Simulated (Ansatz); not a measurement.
One geometry of Cu4S2, several levels of theory.

```yaml
crystal:
  periodic: [false, false, false]
  atoms:
    - {symbol: Cu, position_ang: [-0.856282, 1.489468, -0.445986]}
    - {symbol: Cu, position_ang: [-0.861291, -0.952439, 0.045747]}
    - {symbol: Cu, position_ang: [0.911614, 0.271864, 0.863878]}
    - {symbol: Cu, position_ang: [0.742519, 0.050154, -1.611547]}
    - {symbol: S, position_ang: [-1.238458, 0.776743, 1.546944]}
    - {symbol: S, position_ang: [1.301898, -1.635781, -0.399036]}
basis:
  gaussian: {orbitals: def2-TZVP, initial_orbitals: start.molden}
hamiltonian: {xc: {name: LC-wPBE}}
scf: {omitted_lower_state_checks: [starts]}
output: {orbitals: {seedname: orbitals}}
```

The file start.molden holds the orbitals of an earlier run on this structure, at another level or in another basis.

```sh
$ ansatz run in.yaml --threads 4 --pin off --events-out ev --progress --plain --max-ram 4787MiB
```

Output, abridged:

```
Functional definition: LC-wPBE
2334 factors; their error is unknown
525 factors; integrals over basis functions are off by at most 2.3e-5 eV
mean field evaluation 1: about -200210.0746 eV, gradient 1.6e1 eV
mean field evaluation 2: about -200210.4110 eV, gradient 5.5e-1 eV
mean field evaluation 4: about -200210.3011 eV, gradient 1.1e-1 eV
mean field -200210.30108576 eV, -7357.5928574854 hartree, gradient 8.7e-5 eV, S^2 0.000000; 0 other end points of the search recorded, 0 dependent functions left out
reference -200210.30108577 eV, -7357.5928574857 hartree; 74, 74 occupied and 180, 180 virtual orbitals, 2334 factors
Total energy: -200210.30108577 eV, -7357.5928574857 hartree
Checks for a lower state left out: starts
```

Hardware: 4 threads of Arm Neoverse V2 on a shared host. Wall time 10 s, peak host memory 0.85 GiB.

First input, but with `gaussian: {orbitals: def2-TZVPD, initial_orbitals: start.molden}`, `hamiltonian: {xc: pbe, dispersion: d4}` (abridged; 8.5 s):

```
Functional definition: PBE
mean field -200205.27269829 eV, -7357.4080676543 hartree, gradient 2.4e-5 eV, S^2 0.000000
Total energy: -200205.72008100 eV, -7357.4245086657 hartree
Checks for a lower state left out: starts
```

As the first input, with `gaussian: {orbitals: def2-SVP, initial_orbitals: start.molden}`, `hamiltonian: {xc: pbe, dispersion: d4}` (abridged; 3.6 s):

```
Functional definition: PBE
mean field -200170.66263332 eV, -7356.1361712262 hartree, gradient 2.0e-5 eV, S^2 0.000000
Total energy: -200171.11001142 eV, -7356.1526120680 hartree
Checks for a lower state left out: starts
```

The first input with `hamiltonian: {xc: pbe0, dispersion: d4}` (abridged; 14 s):

```
Functional definition: PBE0
mean field -200205.73732874 eV, -7357.4251425083 hartree, gradient 6.4e-5 eV, S^2 0.000000
Total energy: -200206.11815115 eV, -7357.4391374740 hartree
Checks for a lower state left out: starts
```

The first input with `hamiltonian: {xc: pbe, dispersion: d4}` (abridged; 5.5 s):

```
Functional definition: PBE
mean field -200205.19604592 eV, -7357.4052507319 hartree, gradient 2.5e-5 eV, S^2 0.000000
Total energy: -200205.64341845 eV, -7357.4216913689 hartree
Checks for a lower state left out: starts
```

As the first input, with `gaussian: {orbitals: STO-3G}`, `hamiltonian: {xc: hf}` (abridged; 6.5 s):

```
Functional definition: HF
mean field evaluation 16: about -197767.7047 eV, gradient 3.1e0 eV
mean field evaluation 32: about -197768.3974 eV, gradient 8.4e-6 eV
mean field -197768.39744107 eV, -7267.8545537249 hartree, gradient 8.4e-6 eV, S^2 0.000000
Total energy: -197768.39744107 eV, -7267.8545537249 hartree
Checks for a lower state left out: starts
```

As the first input, with `hamiltonian: {xc: pbe}`, `correlation: {method: rpa, frozen_orbitals: {Cu: 9, S: 5}}` and without the key `output` (abridged; 42 s):

```
Functional definition: PBE
mean field -200205.19602289 eV, -7357.4052498854 hartree, gradient 2.4e-6 eV, S^2 0.000000; unrestricted orbitals would lower it
mean field evaluation 16: about -200028.2252 eV, gradient 1.4e0 eV
46 core orbitals not correlated: weight in the atoms' cores, before any rotation towards them, 1.000 or more for the frozen orbitals, at most 0.000 for the correlated occupied ones
Total energy: -200096.95002985 eV, -7353.4272830129 hartree
Checks for a lower state left out: starts
```

Geometry: r2SCAN-D4/def2-SVP.

LC-ωPBE has ω = 0.4 bohr⁻¹. Correlated methods freeze 46 core orbitals. The restricted singlet is unstable towards broken spin symmetry at other levels; at LC-ωPBE/def2-TZVP, PBE-D4/def2-TZVPD, PBE-D4/def2-SVP, PBE0-D4/def2-TZVP and others this wasn't settled. At PBE-D4/def2-TZVP, RPA@PBE/def2-TZVP the restricted singlet (for correlated methods, its reference) is unstable: a solution with broken spin symmetry lies lower. The structure comes from a short search, and lower isomers may exist.
